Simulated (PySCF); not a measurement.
A PySCF script (with the pyscf-properties extension) for the NMR shieldings of SMILES CN(NCCCC)[SiH3], C5H16N2Si, on a GFN2-xTB geometry:

```python
import basis_set_exchange as bse
import numpy as np
from pyscf import gto, dft
from pyscf.prop import nmr

atoms = """
C     3.619244   -0.684874   -0.169792
C     2.136940   -0.555829   -0.496822
C     1.538553    0.727807    0.073081
C     0.049946    0.850082   -0.237997
N    -0.682909   -0.249694    0.373116
N    -2.058864   -0.287351    0.042622
C    -2.291648   -1.137107   -1.100501
Si   -3.156045    0.961240    0.504046
H     4.177201    0.150952   -0.587210
H     4.023426   -1.606240   -0.582224
H     3.774272   -0.693789    0.906730
H     1.588542   -1.405241   -0.088456
H     2.002035   -0.562991   -1.580340
H     2.057435    1.594166   -0.343034
H     1.679784    0.742530    1.156477
H    -0.107261    0.782652   -1.318277
H    -0.323679    1.832840    0.096570
H    -0.606458   -0.185338    1.385940
H    -1.935941   -0.689811   -2.035630
H    -1.768102   -2.082244   -0.950564
H    -3.359002   -1.323076   -1.190841
H    -2.732621    1.321689    1.859329
H    -3.161257    2.180259   -0.323926
H    -4.475326    0.339133    0.448724
"""
names = dict.fromkeys(["C", "N", "Si", "H"], "pcSseg-1")
basis = {el: gto.basis.parse(bse.get_basis(n, elements=[el], fmt="nwchem")) for el, n in names.items()}
mol = gto.M(atom=atoms, basis=basis, charge=0, verbose=0)
mf = dft.RKS(mol, xc="PBE0")
mf.grids.level = 2
mf.grids.alignment = dft.numint.BLKSIZE   # the property module wants whole blocks of grid points
mf.conv_tol = 1e-9
mf.kernel()

calc = nmr.RKS(mf)   # GIAO
C = mf.mo_coeff
Co = C[:, mf.mo_occ > 0]
resp = mf.gen_response(singlet=True, hermi=2)
def vind(x):   # induced exchange potential for any number of trial vectors
    d = np.einsum("pi,xij,qj->xpq", C, 2 * x.reshape(-1, C.shape[1], Co.shape[1]), Co, optimize=True)
    return np.einsum("xpq,pi,qj->xij", resp(d - d.transpose(0, 2, 1)), C, Co, optimize=True).ravel()
mo1, _ = nmr.rhf.solve_mo1(calc, with_cphf=vind)
sigma = calc.kernel(mo1)
for i, s in enumerate(sigma):   # ppm
    w = np.linalg.eigvalsh((s + s.T) / 2)
    print("%2d %-2s iso %8.1f  s11 %8.1f  s22 %8.1f  s33 %8.1f" % (i, mol.atom_pure_symbol(i), w.mean(), *w))
```

Task: What are the results?

Result: 
```
 0 C  iso    169.9  s11    158.9  s22    163.0  s33    187.8
 1 C  iso    161.5  s11    145.8  s22    168.1  s33    170.6
 2 C  iso    151.8  s11    136.5  s22    149.1  s33    169.9
 3 C  iso    135.2  s11    112.6  s22    140.0  s33    153.0
 4 N  iso    150.3  s11    102.3  s22    115.4  s33    233.2
 5 N  iso    204.0  s11    155.9  s22    168.9  s33    287.2
 6 C  iso    145.6  s11    116.4  s22    133.9  s33    186.3
 7 Si iso    400.8  s11    354.0  s22    367.0  s33    481.4
 8 H  iso     30.8  s11     26.6  s22     28.9  s33     36.9
 9 H  iso     30.4  s11     25.6  s22     27.8  s33     37.9
10 H  iso     30.9  s11     26.6  s22     29.2  s33     36.9
11 H  iso     29.4  s11     22.9  s22     31.3  s33     34.1
12 H  iso     30.6  s11     25.5  s22     31.1  s33     35.4
13 H  iso     30.3  s11     25.6  s22     29.7  s33     35.6
14 H  iso     30.6  s11     26.2  s22     31.0  s33     34.7
15 H  iso     29.0  s11     25.6  s22     29.9  s33     31.6
16 H  iso     28.6  s11     23.0  s22     29.4  s33     33.4
17 H  iso     29.3  s11     21.0  s22     31.2  s33     35.6
18 H  iso     28.8  s11     24.4  s22     27.2  s33     34.6
19 H  iso     28.8  s11     25.4  s22     26.5  s33     34.7
20 H  iso     29.1  s11     24.6  s22     27.3  s33     35.5
21 H  iso     27.1  s11     23.9  s22     25.5  s33     31.9
22 H  iso     26.6  s11     22.9  s22     24.8  s33     32.2
23 H  iso     27.2  s11     23.7  s22     25.4  s33     32.4
```

These numbers come from an equivalent density-fitted implementation of the same equations, which agrees with the script to about 0.01 ppm for H and up to a few tenths of a ppm for heavy atoms, so last digits may differ.

Task: Turn these shieldings into chemical shifts. Scale: TMS for 13C (σref 186.93), 29Si (σref 349.16), 1H (σref 31.72); NH3 for 15N (σref 267.73) (reference shieldings calculated alike).

Result: Averaging equivalent atoms: C 3: 51.7; C 6: 41.4; C 2: 35.1; C 1: 25.4; C 0: 17.0; N 4: 117.4; N 5: 63.7; Si 7: -51.6; H 21/22/23: 4.76; H 15/16: 2.90; H 18/19/20: 2.82; H 17: 2.46; H 11/12: 1.69; H 13/14: 1.25; H 8/9/10: 1.00 ppm. Experimental scales use liquid or dissolved standards, which lie at an offset from isolated NH3 (liquid NH3: subtract about 20 ppm).

Size and cost of the density-fitted run: 223 basis functions, of the order of 2.1 core-minutes.
